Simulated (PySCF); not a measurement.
Species: C7H8ClF.
InChI=1S/C7H8ClF/c8-6-4-7(9)2-1-5(6)3-7/h1-2,5-6H,3-4H2/t5-,6-,7-/m0/s1

Level: wB97X-D/def2-SVPD in PySCF, non-relativistic, on one gas-phase PBE0-D3(BJ)/def2-SVP geometry that isn't relaxed in the solvent. The solvent is an IEF-PCM continuum (van der Waals radii × 1.2), and excitations are vertical TDDFT with non-equilibrium linear response and a frozen core. Only the electrostatic response of the medium enters.

Gas-phase singlets (H = HOMO, L = LUMO):

| state | E (eV) | λ (nm) | f | leading configuration |
| --- | --- | --- | --- | --- |
| S1 | 6.520 | 190 | 0.110 | H→L 94% |
| S2 | 7.159 | 173 | 0.003 | H-1→L 59% |
| S3 | 7.212 | 172 | 0.034 | H→L+1 33% |
| S4 | 7.430 | 167 | 0.005 | H-3→L 67% |
| S5 | 7.527 | 165 | 0.033 | H→L+1 52% |

Q: What are the lowest 5 singlets in benzene (ε = 2.271)?

A: 
| state | E (eV) | λ (nm) | f | leading configuration | change by rank (eV) |
| --- | --- | --- | --- | --- | --- |
| S1 | 6.445 | 192 | 0.163 | H→L 94% | -0.075 |
| S2 | 7.199 | 172 | 0.007 | H-1→L 55% | +0.040 |
| S3 | 7.212 | 172 | 0.046 | H→L+1 37% | 0.000 |
| S4 | 7.436 | 167 | 0.006 | H-3→L 66% | +0.006 |
| S5 | 7.543 | 164 | 0.046 | H→L+1 38% | +0.016 |

Q: Give the list for chloroform (ε = 4.711), n² = 2.09.

A: 
```json
{"state": "S1", "E (eV)": "6.456", "λ (nm)": "192", "f": "0.158", "leading configuration": "H→L 94%", "change by rank (eV)": "-0.064"}
{"state": "S2", "E (eV)": "7.224", "λ (nm)": "172", "f": "0.022", "leading configuration": "H-1→L 34%", "change by rank (eV)": "+0.065"}
{"state": "S3", "E (eV)": "7.230", "λ (nm)": "171", "f": "0.034", "leading configuration": "H-1→L 28%", "change by rank (eV)": "+0.018"}
{"state": "S4", "E (eV)": "7.449", "λ (nm)": "166", "f": "0.005", "leading configuration": "H-3→L 67%", "change by rank (eV)": "+0.019"}
{"state": "S5", "E (eV)": "7.567", "λ (nm)": "164", "f": "0.045", "leading configuration": "H→L+1 28%", "change by rank (eV)": "+0.040"}
```

Q: The ground-state energy changes by -0.144 eV from gas to chloroform. By how much does the total energy of gas-phase S1 change?

A: E(S1) = E(S0) + excitation energy, so it changes by -0.144 − 0.064 = -0.208 eV: it is lowered more than the ground state, which is what a red shift means. This is the vertical state, with the slow part of the continuum still set for S0.

Q: How do the frontier levels move from gas to chloroform?

A: 
```tsv
orbital	gas (eV)	solvent (eV)	change (eV)
LUMO+2	2.46	2.50	+0.04
LUMO+1	2.19	2.35	+0.16
LUMO	1.28	1.45	+0.17
HOMO	-9.41	-9.25	+0.16
HOMO-1	-10.37	-10.38	-0.01
HOMO-2	-10.57	-10.57	0.00
HOMO-3	-11.02	-10.88	+0.14
```

The HOMO–LUMO gap goes from 10.70 to 10.70 eV. Rows go by rank; for LUMO+1 and LUMO+2 the atom shares or the degeneracy differ between the runs, so the row needn't follow one orbital.

Note: wB97X-D ran without an empirical dispersion term, which enters the total energy and its gradient alone.
